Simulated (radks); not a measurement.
Values are calculated unless marked as measured or tabulated.
Species: In IV. Configuration: [Kr] 4d10 (the NIST ground configuration).

Level of theory: Dirac Kohn-Sham, PBE, spin-unpolarised, spherical densities, finite nucleus; Fermi nuclear charge, rms radius 4.6156 fm (a radial shooting solver on a logarithmic mesh with Libxc functionals).

Energy parts (eV):
part                       energy
total                 -160033.622
kinetic                168149.473
electron-nucleus      -386994.402
Hartree                 63143.289
exchange-correlation    -4331.982

Orbitals (lengths in bohr, moments of r in powers of bohr; <r^-3> diverges for s and p1/2; r(90%) holds 90 % of the orbital's charge):
[
 {"orbital": "1s1/2", "occ.": "2", "eigenvalue (eV)": "-27765.16", "r(90%)": "0.0534", "<r^-3>": "-", "small-component weight": "3.23e-02"},
 {"orbital": "2s1/2", "occ.": "2", "eigenvalue (eV)": "-4181.274", "r(90%)": "0.199", "<r^-3>": "-", "small-component weight": "6.82e-03"},
 {"orbital": "2p1/2", "occ.": "2", "eigenvalue (eV)": "-3901.350", "r(90%)": "0.178", "<r^-3>": "-", "small-component weight": "6.84e-03"},
 {"orbital": "2p3/2", "occ.": "4", "eigenvalue (eV)": "-3690.466", "r(90%)": "0.185", "<r^-3>": "4019", "small-component weight": "6.54e-03"},
 {"orbital": "3s1/2", "occ.": "2", "eigenvalue (eV)": "-817.5037", "r(90%)": "0.513", "<r^-3>": "-", "small-component weight": "1.95e-03"},
 {"orbital": "3p1/2", "occ.": "2", "eigenvalue (eV)": "-704.5181", "r(90%)": "0.511", "<r^-3>": "-", "small-component weight": "1.90e-03"},
 {"orbital": "3p3/2", "occ.": "4", "eigenvalue (eV)": "-666.4266", "r(90%)": "0.527", "<r^-3>": "739.5", "small-component weight": "1.82e-03"},
 {"orbital": "3d3/2", "occ.": "4", "eigenvalue (eV)": "-466.5845", "r(90%)": "0.509", "<r^-3>": "115.3", "small-component weight": "1.70e-03"},
 {"orbital": "3d5/2", "occ.": "6", "eigenvalue (eV)": "-458.7809", "r(90%)": "0.514", "<r^-3>": "108.0", "small-component weight": "1.68e-03"},
 {"orbital": "4s1/2", "occ.": "2", "eigenvalue (eV)": "-149.1949", "r(90%)": "1.23", "<r^-3>": "-", "small-component weight": "5.15e-04"},
 {"orbital": "4p1/2", "occ.": "2", "eigenvalue (eV)": "-112.2959", "r(90%)": "1.33", "<r^-3>": "-", "small-component weight": "4.56e-04"},
 {"orbital": "4p3/2", "occ.": "4", "eigenvalue (eV)": "-105.6433", "r(90%)": "1.37", "<r^-3>": "129.1", "small-component weight": "4.31e-04"},
 {"orbital": "4d3/2", "occ.": "4", "eigenvalue (eV)": "-48.4089", "r(90%)": "1.78", "<r^-3>": "13.47", "small-component weight": "2.90e-04"},
 {"orbital": "4d5/2", "occ.": "6", "eigenvalue (eV)": "-47.5216", "r(90%)": "1.80", "<r^-3>": "12.47", "small-component weight": "2.84e-04"}
]

The highest occupied level is 4d5/2 at -47.522 eV. The electron density at the nucleus is 1.747e+05 e/bohr^3. The density falls to 0.001 e/bohr^3 at r = 2.98 bohr. For comparison, the ionisation energy in NIST's Atomic Spectra Database is 55.45 eV (measured). In exact Kohn-Sham theory the highest level is minus the ionisation energy, but local and semilocal functionals leave it too shallow, through self-interaction and a potential that decays too fast; potentials with the right tail come closer. Summed over all electrons, <r^2> = 25.62 bohr^2, which gives a Langevin (diamagnetic) susceptibility term of -20.3 x 10^-6 cm^3/mol.
